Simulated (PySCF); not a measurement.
**C₆ coefficients of unlike pairs at revPBE**

Calculated with PySCF 2.14 from the dipole response of each species, C₆(A,B) = (3/π) ∫ α_A(iu) α_B(iu) du, in atomic units, from isotropic polarisabilities. For ions this is the dispersion term alone; charge-induced terms of lower order in 1/R come first.

```json
{"species": "Cr", "configuration": "[Ar] 3d5 4s1 (7S)", "basis": "aug-cc-pwCVTZ (10s9p7d4f3g)", "relativity": "none", "α (bohr³)": "72.79", "C₆ (like pair)": "597.1"}
{"species": "P⁺", "configuration": "[Ne] 3s2 3p2 (3P)", "basis": "aug-cc-pV(T+d)Z (6s5p4d2f)", "relativity": "none", "α (bohr³)": "14.51", "C₆ (like pair)": "75.17"}
{"species": "Tc²⁺", "configuration": "[Kr] 4d5 (6S)", "basis": "x2c-TZVPPall with one added diffuse shell each of s, p, d, f type (9s7p7d3f1g)", "relativity": "spin-free X2C", "α (bohr³)": "9.105", "C₆ (like pair)": "48.66"}
{"species": "Al", "configuration": "[Ne] 3s2 3p1 (2P)", "basis": "aug-cc-pV(T+d)Z (6s5p4d2f)", "relativity": "none", "α (bohr³)": "65.85", "C₆ (like pair)": "592.1"}
```

Task: Estimate C₆ for Al with Tc²⁺.

Result: The integral gives 135.0. The combination rule 2 C_A C_B / (C_A α_B/α_A + C_B α_A/α_B) gives 132.8 and the geometric mean 169.7.

No spin-orbit coupling is included.

The other pairs:

```csv
pair,C₆
"P⁺, Cr",190.1
"Al, Cr",591.1
"Tc²⁺, Cr",135.5
"Tc²⁺, P⁺",57.78
"Al, P⁺",192.6
```
